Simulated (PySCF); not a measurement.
## Cost of response and excited-state runs on `C[C@@H]1C[C@H](C(Cl)Cl)COC1=O`, C₇H₁₀Cl₂O₂

Molfile (atoms numbered from 1):
```
C7H10Cl2O2
     RDKit          3D

 21 21  0  0  0  0  0  0  0  0999 V2000
   -2.5117    0.7329    0.4742 C   0  0  0  0  0  0  0  0  0  0  0  0
   -1.2523   -0.1302    0.5432 C   0  0  2  0  0  0  0  0  0  0  0  0
    0.0170    0.6967    0.3505 C   0  0  0  0  0  0  0  0  0  0  0  0
    1.2019   -0.2467    0.1601 C   0  0  2  0  0  0  0  0  0  0  0  0
    2.5434    0.4696    0.0720 C   0  0  0  0  0  0  0  0  0  0  0  0
    2.9084    1.2893    1.6094 Cl  0  0  0  0  0  0  0  0  0  0  0  0
    2.5673    1.6665   -1.2432 Cl  0  0  0  0  0  0  0  0  0  0  0  0
    0.9384   -1.0533   -1.1112 C   0  0  0  0  0  0  0  0  0  0  0  0
   -0.2961   -1.7426   -1.0853 O   0  0  0  0  0  0  0  0  0  0  0  0
   -1.3807   -1.2979   -0.4298 C   0  0  0  0  0  0  0  0  0  0  0  0
   -2.4148   -1.8878   -0.5814 O   0  0  0  0  0  0  0  0  0  0  0  0
   -2.5119    1.4636    1.2788 H   0  0  0  0  0  0  0  0  0  0  0  0
   -3.3924    0.1031    0.5634 H   0  0  0  0  0  0  0  0  0  0  0  0
   -2.5612    1.2592   -0.4764 H   0  0  0  0  0  0  0  0  0  0  0  0
   -1.2186   -0.6053    1.5334 H   0  0  0  0  0  0  0  0  0  0  0  0
   -0.0837    1.3370   -0.5286 H   0  0  0  0  0  0  0  0  0  0  0  0
    0.1725    1.3382    1.2193 H   0  0  0  0  0  0  0  0  0  0  0  0
    1.2595   -0.9333    1.0133 H   0  0  0  0  0  0  0  0  0  0  0  0
    3.3621   -0.2281   -0.1202 H   0  0  0  0  0  0  0  0  0  0  0  0
    1.6974   -1.8275   -1.2596 H   0  0  0  0  0  0  0  0  0  0  0  0
    0.9466   -0.3864   -1.9824 H   0  0  0  0  0  0  0  0  0  0  0  0
  1  2  1  0
  2  3  1  0
  3  4  1  0
  4  5  1  0
  5  6  1  0
  5  7  1  0
  4  8  1  0
  8  9  1  0
  9 10  1  0
 10 11  2  0
 10  2  1  0
  1 12  1  0
  1 13  1  0
  1 14  1  0
  2 15  1  1
  3 16  1  0
  3 17  1  0
  4 18  1  1
  5 19  1  0
  8 20  1  0
  8 21  1  0
M  END
```

PySCF with density fitting, on 1 thread of an Arm Neoverse V1, shared host. Command: `OMP_NUM_THREADS=1 python excited_run.py task.json out`

(1) How long does this run take, and how much memory?
- excited states, CAM-B3LYP/def2-SVP; Tamm-Dancoff; spin-orbit couplings; 5 states; 5 triplets; quadratic response for 4 states

## Answers

(1) 
```csv
run,level,basis functions,wall time,peak memory (GiB)
excited states,CAM-B3LYP/def2-SVP,212,73 s,1.1
```
Times from a shared host are rough.
